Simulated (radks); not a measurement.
Values are calculated unless marked as measured or tabulated.
Spherical quantum dot in the effective-mass picture: electrons in a hard-walled sphere of radius 2.34, all in effective atomic units (hartree* = m*/eps^2 hartree, bohr* = eps/m* bohr), one dielectric constant everywhere. Level of theory: non-relativistic Kohn-Sham, exchange-only LDA, spin-polarised, spherical densities (a radial shooting solver with Libxc functionals). Levels are named by radial order and angular momentum (1s, 1p, 1d, 2s, ...), and open shells are averaged over m. Results are scaled to m* = 0.196 and eps = 9.7, for which hartree* = 56.68 meV and bohr* = 2.619 nm.

N = 4, configuration 1s2 1p(up 2, down 0). This is the lowest configuration that the search found. Occupied and some empty levels:

level    occupation  eigenvalue (meV)  <r> (nm)
1s up             1            175.06     3.321
1s down           1            184.40     3.299
1p up             2            220.20     3.766
1p down           0            230.21     3.764
1d up             0            282.48     4.053
1d down           0            292.59     4.057
2s up             0            331.25     2.975
2s down           0            338.06     2.980
1f up             0            359.78     4.261
1f down           0            369.77     4.266

Energy (meV): total 528.835, kinetic 317.31, external 0, Hartree 300.77, exchange-correlation -89.243.

Electron density:

r (nm)  n(r) (e/nm^3)
0.148        0.008574
0.454        0.008726
0.760        0.009017
1.07         0.009414
1.37         0.009870
1.68          0.01032
1.99          0.01070
2.29          0.01092
2.60          0.01092
2.90          0.01064
3.21          0.01002
3.52         0.009088
3.82         0.007863
4.13         0.006429
4.44         0.004899
4.74         0.003409
5.05         0.002092
5.36         0.001057
5.66        0.0003688
5.97       0.00004084
